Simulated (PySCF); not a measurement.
PySCF input file for Mg(OH)(SiH3) (H₄MgOSi), SMILES [OH][Mg][SiH3], HF/pcSseg-2. Geometry: ωB97X-D3(BJ)/def2-TZVP. One conformer was computed; it need not be the lowest.

```python
import numpy as np
from pyscf import gto, scf, dft
from pyscf.prop.nmr import rhf as nmr

mol = gto.M(
    atom='''
    Mg    0.00000000    0.00000000   -0.73790347
    O    -0.00000000   -0.00000000   -2.50387916
    H    -0.00000000   -0.00000001   -3.45166403
    Si   -0.00000000   -0.00000000    1.80061545
    H     1.19140893    0.68786027    2.37630756
    H    -0.00000000   -1.37572053    2.37630756
    H    -1.19140892    0.68786027    2.37630756
    ''',
    basis='pcSseg-2',
    charge=0,
    spin=0,
    max_memory=1600,
    verbose=3,
)
mf = scf.RHF(mol).density_fit(auxbasis='def2-universal-jkfit')
mf.conv_tol = 1e-10
mf.max_cycle = 100
mf.kernel()
n = nmr.NMR(mf)
n.verbose = 2
n.max_cycle_cphf = 60
sigma = n.kernel()
print('atom   isotropic/ppm   span/ppm')
for i, s in enumerate(sigma):
    w = np.linalg.eigvalsh((s + s.T) / 2)
    print(f'{mol.atom_symbol(i):2s}{i + 1:3d} {w.mean():14.3f} {w[2] - w[0]:11.3f}')
```

Output:

```
converged SCF energy = -565.816219813793
atom   isotropic/ppm   span/ppm
Mg  1        531.042     270.018
O   2        341.070     115.268
H   3         31.201      26.068
Si  4        519.120      28.560
H   5         29.017       8.391
H   6         29.017       8.391
H   7         29.017       8.391
```

The calculation finished and met its thresholds.
